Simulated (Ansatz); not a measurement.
InH2(SiH3) (InSiH5): single points at one geometry.

```yaml
crystal:
  periodic: [false, false, false]
  atoms:
    - {symbol: In, position_ang: [0.723379, 1.262288, 0.012553]}
    - {symbol: H, position_ang: [2.465258, 1.296770, 0.035257]}
    - {symbol: H, position_ang: [-0.124073, 2.783556, -0.045025]}
    - {symbol: Si, position_ang: [-0.563600, -0.980791, 0.019266]}
    - {symbol: H, position_ang: [-1.917869, -0.863805, 0.648448]}
    - {symbol: H, position_ang: [0.183977, -2.068145, 0.728108]}
    - {symbol: H, position_ang: [-0.767062, -1.429883, -1.398615]}
basis:
  gaussian: {orbitals: def2-TZVP, initial_orbitals: start.molden}
hamiltonian: {xc: pbe}
correlation: {method: rpa}
scf: {omitted_lower_state_checks: [starts]}
```

The file start.molden holds the orbitals of an earlier run on this structure, at another level or in another basis.

```sh
$ ansatz run in.yaml --threads 4 --pin off --events-out ev --progress --plain --max-ram 3916MiB
```

It prints (some lines left out):

```
Functional definition: PBE
954 factors; integrals over basis functions are off by at most 1.2e-3 eV
mean field evaluation 1: about -13127.8690 eV, gradient 7.5e0 eV
mean field evaluation 2: about -13127.9452 eV, gradient 8.9e-2 eV
mean field evaluation 4: about -13127.9397 eV, gradient 1.2e-4 eV
mean field evaluation 8: about -13127.9397 eV, gradient 1.3e-6 eV
mean field -13127.93972686 eV, -482.4428865249 hartree, gradient 1.2e-6 eV, S^2 0.000000; 0 other end points of the search recorded, 0 dependent functions left out
9 core orbitals not correlated: weight in the atoms' cores, before any rotation towards them, 1.000 or more for the frozen orbitals, at most 0.000 for the correlated occupied ones
reference -13088.45439469 eV, -480.9918273317 hartree; 11, 11 occupied and 97, 97 virtual orbitals, 954 factors
Total energy: -13107.28239128 eV, -481.6837434443 hartree
Checks for a lower state left out: starts
```

Hardware: 4 threads of Arm Neoverse V2 on a shared host. Wall time 1.2 s.

As the first input, with `gaussian: {orbitals: def2-TZVPP, initial_orbitals: start.molden}`, `correlation: {method: ccsd_t}`, `output: {orbitals: {seedname: orbitals}}` and without the key `hamiltonian` (abridged; 9.5 s):

```
Functional definition: HF
mean field -13089.55581264 eV, -481.0323036949 hartree, gradient 1.6e-6 eV, S^2 0.000000
9 core orbitals not correlated: weight in the atoms' cores, before any rotation towards them, 1.000 or more for the frozen orbitals, at most 0.000 for the correlated occupied ones
second order -11.62155913 eV of doubles, -0.00000000 eV of singles
cycle   1  -12.04716473 eV  change   -4.3e-1 eV  update   9.1e-2
cycle   2  -12.45836853 eV  change   -4.1e-1 eV  update   2.8e-2
cycle   3  -12.50622264 eV  change   -4.8e-2 eV  update   1.2e-2
cycle   4  -12.50056044 eV  change    5.7e-3 eV  update   3.2e-3
cycle   5  -12.50006595 eV  change    4.9e-4 eV  update   9.4e-4
cycle   6  -12.49989700 eV  change    1.7e-4 eV  update   2.9e-4
cycle   7  -12.49984885 eV  change    4.8e-5 eV  update   9.3e-5
cycle   8  -12.49988445 eV  change   -3.6e-5 eV  update   3.3e-5
cycle   9  -12.49989329 eV  change   -8.8e-6 eV  update   1.1e-5
perturbative correction -0.34919387 eV, -0.0128326380 hartree
Total energy: -13102.40489980 eV, -481.5044989386 hartree
Checks for a lower state left out: starts
```

As the first input, with `hamiltonian: {xc: pbe, dispersion: d4}`, `output: {orbitals: {seedname: orbitals}}` and without the key `correlation` (abridged; 0.6 s):

```
Functional definition: PBE
mean field -13127.93975065 eV, -482.4428873991 hartree, gradient 1.0e-5 eV, S^2 0.000000
Total energy: -13128.05136559 eV, -482.4469891725 hartree
Checks for a lower state left out: starts
```

First input, but with `hamiltonian: {xc: {name: r2SCAN0}, dispersion: d4}`, `output: {orbitals: {seedname: orbitals}}` and without the key `correlation` (abridged; 1.2 s):

```
Functional definition: r2SCAN0
mean field -13132.43772817 eV, -482.6081850244 hartree, gradient 8.3e-5 eV, S^2 0.000000
Total energy: -13132.46886934 eV, -482.6093294410 hartree
Checks for a lower state left out: starts
```

The first input with `correlation: {method: mp2}`, `output: {orbitals: {seedname: orbitals}}` and without the key `hamiltonian` (abridged; 0.5 s):

```
Functional definition: HF
mean field -13089.53641505 eV, -481.0315908467 hartree, gradient 3.0e-6 eV, S^2 0.000000
9 core orbitals not correlated: weight in the atoms' cores, before any rotation towards them, 1.000 or more for the frozen orbitals, at most 0.000 for the correlated occupied ones
second order -11.13828648 eV of doubles, -0.00000000 eV of singles
Total energy: -13100.67470153 eV, -481.4409153250 hartree
Checks for a lower state left out: starts
```

The first input with `hamiltonian: {xc: {name: PBE-QIDH}}` and without the key `correlation` (abridged; 1.2 s):

```
Functional definition: PBE-QIDH
mean field -13116.56404378 eV, -482.0248378826 hartree, gradient 1.2e-6 eV, S^2 0.000000
9 core orbitals not correlated: weight in the atoms' cores, before any rotation towards them, 1.000 or more for the frozen orbitals, at most 0.000 for the correlated occupied ones
second order -12.59800394 eV of doubles, -0.00000000 eV of singles
Total energy: -13120.76339498 eV, -482.1791611926 hartree
Checks for a lower state left out: starts
```

First input, but with `hamiltonian: {xc: {name: wB97M-V}}`, `output: {orbitals: {seedname: orbitals}}` and without the key `correlation` (abridged; 2.3 s):

```
Functional definition: wB97M-V
mean field -13129.77770374 eV, -482.5104309296 hartree, gradient 1.1e-5 eV, S^2 0.000000
Total energy: -13129.77777186 eV, -482.5104334327 hartree
Checks for a lower state left out: starts
```

Geometry: PBE-D4/def2-TZVP.

In the def2 sets In takes a core potential; there is no spin–orbit coupling. Correlated methods freeze 9 core orbitals; core or outer-core shells of In are correlated, in sets that lack core-valence functions.
